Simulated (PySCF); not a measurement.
**Radial density of Sr (strontium, neutral)**

B3LYP, [Kr] 5s1 5p1, high-spin 3P determinant (an excited configuration). Computed with PySCF 2.14 in ANO-RCC-VTZP (7s6p3d1f, 47 functions), with scalar relativity by spin-free X2C-1e.

```csv
r (bohr),4πr²ρ (e/bohr),4πr²(ρα − ρβ)
0.0311,46.98,0.0029
0.0524,39.55,0.0028
0.0881,49.72,0.0110
0.148,53.81,0.0071
0.249,33.15,0.0090
0.419,41.27,0.0277
0.705,15.94,0.0195
1.19,7.589,0.0892
1.99,2.999,0.0345
3.36,0.5947,0.4470
5.64,0.3287,0.3280
9.49,0.03041,0.0304
16.0,0.0001590,0.0002
```

Densities and radii are taken from the X2C orbitals without a picture-change correction, which distorts them close to the nucleus.
